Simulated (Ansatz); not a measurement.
Q: Predict a relaxed structure of Cd₃, charge 0, singlet, at PBE/def2-TZVP (Ansatz).

A: 
```
atom    x (Å)    y (Å)    z (Å)
 Cd1   1.2745   1.4363   0.1116
 Cd2  -0.6887  -0.8022   1.6072
 Cd3  -0.5858  -0.6341  -1.7188
```
Point group D3h (tolerance 0.1 Å). This is one stationary point.

In the def2 sets Cd takes a core potential; there is no spin–orbit coupling. The structure comes from a short search, and lower isomers may exist.
